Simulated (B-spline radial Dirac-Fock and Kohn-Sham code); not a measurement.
## Photoelectron lines of Tl⁷⁺ at 189 eV

System: Tl⁷⁺, configuration [Xe] 4f14 5d6.

Method: the independent-particle Dirac-Slater model, thresholds from Dirac-Fock. Computed with a B-spline atomic structure program. The asymmetry parameter β is from the dipole term alone. Kinetic energies are from the vacuum level. Open shells are spread statistically over j, without multiplet splitting.

The last column is dσ/dΩ = σ/(4π) · [1 − (β/2) P₂(cos θ)] at θ = 90° from the beam of unpolarised light.

```csv
subshell,electrons,binding (eV),kinetic (eV),σ (kb),β,dσ/dΩ (kb/sr)
5p3/2,4,183.5,5.52,256,-0.53,17.7
5d3/2,2.4,119.3,69.70,55.5,0.79,5.29
5d5/2,3.6,116.4,72.61,79.8,0.19,6.66
```

Branching ratios of the spin-orbit partners (statistical value in brackets): 5d 1.44 (1.50).

At such low photon energies correlation between channels can change these cross sections by tens of per cent.
